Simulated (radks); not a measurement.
Spherical quantum dot in the effective-mass picture: electrons in a parabolic well V = omega^2 r^2 / 2 with omega = 1.39, with a point charge +2 (a donor) at the centre, all in effective atomic units (hartree* = m*/eps^2 hartree, bohr* = eps/m* bohr), one dielectric constant everywhere. Calculated with a radial shooting solver with Libxc functionals: non-relativistic Kohn-Sham, exchange-only LDA, spin-polarised, spherical densities. Levels are named by radial order and angular momentum (1s, 1p, 1d, 2s, ...), and open shells are averaged over m. Each electron was tried in the lowest free levels, single moves between levels near the top were tried too, and the lowest total energy was kept; such a search can miss a lower state. At N = 1 the Hartree and exchange-correlation terms need not cancel, so that row can carry a self-interaction error.

N                         open shells  2S  E (hartree*)  mu = E(N) - E(N-1) (hartree*)  addition energy mu(N+1) - mu(N) (hartree*)  e(HOMO) (hartree*)  rms radius (bohr*)
1                    1s(up 1, down 0)   1      -1.34857                        -1.3486                                       1.433            -0.81197              0.6915
2                                none   0      -1.26415                       0.084424                                       3.189             0.54159              0.7568
3                    1p(up 1, down 0)   1       2.00924                         3.2734                                      0.6116              3.5737              0.9760
4                    1p(up 2, down 0)   2       5.89428                         3.8850                                      0.6237              4.1974               1.088
5                    1p(up 3, down 0)   3       10.4030                         4.5087                                      0.8463              4.8188               1.164
6                    1p(up 3, down 1)   2       15.7581                         5.3551                                      0.5403              5.6190               1.227
7                    1p(up 3, down 2)   1       21.6535                         5.8954                                      0.5571              6.1735               1.280
8                                none   0       28.1059                         6.4524                                       1.110              6.7308               1.325
9                    2s(up 1, down 0)   1       35.6679                         7.5621                                      0.5742              7.8160               1.387
10                               none   0       43.8043                         8.1363                                       1.015              8.3863               1.440
11                   1d(up 1, down 0)   1       52.9560                         9.1517                                      0.4624              9.3832               1.490
12                   1d(up 2, down 0)   2       62.5701                         9.6141                                      0.4602              9.8447               1.535
13                   1d(up 3, down 0)   3       72.6444                         10.074                                      0.4567              10.303               1.575
14                   1d(up 4, down 0)   4       83.1754                         10.531                                      0.4527              10.758               1.612
15                   1d(up 5, down 0)   5       94.1591                         10.984                                      0.5927              11.209               1.646
16                   1d(up 5, down 1)   4       105.736                         11.576                                      0.4271              11.790               1.678
17                   1d(up 5, down 2)   3       117.739                         12.003                                      0.4262              12.217               1.709
18                   1d(up 5, down 3)   2       130.169                         12.430                                      0.4241              12.642               1.737
19                   1d(up 5, down 4)   1       143.022                         12.854                                      0.4213              13.065               1.765
20                               none   0       156.297                         13.275                                       1.308              13.485               1.791
21                   1f(up 1, down 0)   1       170.881                         14.583                                      0.3859              14.777               1.823
22                   1f(up 2, down 0)   2       185.850                         14.969                                      0.3843              15.162               1.853
23                   1f(up 3, down 0)   3       201.204                         15.354                                      0.3824              15.545               1.881
24                   1f(up 4, down 0)   4       216.940                         15.736                                      0.3803              15.927               1.908
25                   1f(up 5, down 0)   5       233.056                         16.116                                      0.3781              16.306               1.934
26                   1f(up 6, down 0)   6       249.551                         16.494                                      0.3758              16.683               1.959
27                   1f(up 7, down 0)   7       266.421                         16.870                                      0.4147              17.057               1.983
28  1f(up 7, down 0) 2p(up 1, down 0)   8       283.706                         17.285                                      0.3824              17.476               2.005
29  1f(up 7, down 0) 2p(up 2, down 0)   9       301.373                         17.667                                      0.3812              17.858               2.027
30  1f(up 7, down 0) 2p(up 3, down 0)  10       319.422                         18.048                                      0.4372              18.239               2.049
31  1f(up 7, down 1) 2p(up 3, down 0)   9       337.907                         18.486                                           -              18.663               2.070

All shells are closed at N = 2, 8, 10, 20 (there: 1s2 1p6 1d10 2s2); the second difference of the energy has clear peaks (12 % above both neighbours; the first and last values, which can be the largest, are not judged, and half-filled shells can peak too) at N = 2, 5, 8, 10, 15, 20.
